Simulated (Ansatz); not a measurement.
A nudged elastic band was laid between two geometries of BrH5OSSi2 (10 atoms, charge 0, multiplicity 1).

These are results of RKS PBE0/def2-SVP (Ansatz), not measurements.

```yaml
movable_images: 5
climbing_image: yes
spring: 5.0 eV/Å²
optimiser: quadratic models (default)
start_path: through a guess of the saddle point
force_threshold: 0.05 eV/Å
iteration_limit: 60
end_points: relaxed
```

Image 0:

```xyz
10
Properties=species:S:1:pos:R:3
S -0.986 -2.590 -1.058
Si -0.600 -1.156 0.475
O 0.461 0.015 -0.029
Si 1.175 1.492 -0.076
Br -0.224 3.050 0.685
H -1.777 -1.770 -1.786
H 0.019 -1.940 1.577
H -1.864 -0.493 0.897
H 2.375 1.507 0.800
H 1.505 1.835 -1.482
```

Image 6:

```xyz
10
Properties=species:S:1:pos:R:3
S -1.639 -2.132 -0.646
Si -0.517 -1.440 1.119
O 0.526 -0.093 -0.189
Si 0.986 1.515 0.075
Br -0.732 2.871 -0.229
H -2.737 -1.362 -0.468
H 0.581 -2.456 0.812
H 0.149 -0.374 -1.044
H 1.432 1.552 1.484
H 2.035 1.868 -0.911
```

(1) Which bonds break or form, and what moves?

(2) Give the energies along the band, and the barrier.

(3) What is the geometry of the highest image?

Results:

(1) Bonds broken: Si2–H8. Bonds formed: O3–H8.

(2) The forces met the threshold. The highest image is number 3 of 0 to 6, 3.21 eV above the first end and 1.01 eV above the last; the last end lies 2.20 eV above the first. Neighbouring images differ by up to 2.9 eV, so the band resolves the path poorly. A vibrational analysis at the climbing image gives one clearly imaginary mode, 1488i cm⁻¹: a first-order saddle point. The orbitals stay closed-shell, which can raise the energy where a bond breaks towards radicals; this wasn't checked here.

```json
{"image": "0", "path coordinate (Å)": "0.00", "energy (eV)": "0.00", "Si2–H8 (Å)": "1.49", "O3–H8 (Å)": "2.55"}
{"image": "1", "path coordinate (Å)": "0.98", "energy (eV)": "0.00", "Si2–H8 (Å)": "1.49", "O3–H8 (Å)": "2.55"}
{"image": "2", "path coordinate (Å)": "1.95", "energy (eV)": "0.34", "Si2–H8 (Å)": "1.47", "O3–H8 (Å)": "2.22"}
{"image": "3", "path coordinate (Å)": "2.93", "energy (eV)": "3.21", "Si2–H8 (Å)": "1.65", "O3–H8 (Å)": "1.25"}
{"image": "4", "path coordinate (Å)": "4.93", "energy (eV)": "2.29", "Si2–H8 (Å)": "2.60", "O3–H8 (Å)": "0.97"}
{"image": "5", "path coordinate (Å)": "6.94", "energy (eV)": "2.22", "Si2–H8 (Å)": "2.50", "O3–H8 (Å)": "0.98"}
{"image": "6", "path coordinate (Å)": "8.95", "energy (eV)": "2.20", "Si2–H8 (Å)": "2.50", "O3–H8 (Å)": "0.98"}
```

(3) 
```xyz
10
Properties=species:S:1:pos:R:3:forces:R:3
S -0.634 -2.863 -0.720 0.00 0.00 0.01
Si -1.005 -1.175 0.539 0.00 0.00 0.00
O -0.236 0.388 -0.299 0.01 -0.01 -0.01
Si 1.045 1.454 -0.097 -0.01 0.01 0.00
Br 0.446 3.082 1.290 0.00 -0.01 0.01
H -1.685 -2.650 -1.541 0.00 0.00 0.00
H 0.002 -1.435 1.623 0.00 0.00 0.00
H -1.418 0.358 0.094 0.00 0.01 0.00
H 2.180 0.711 0.511 0.00 0.00 -0.01
H 1.387 2.079 -1.399 0.00 0.00 0.00
```

Time of the run: 13 min on 2 threads of Arm Neoverse V1 (shared host), peak memory 0.34 GiB.
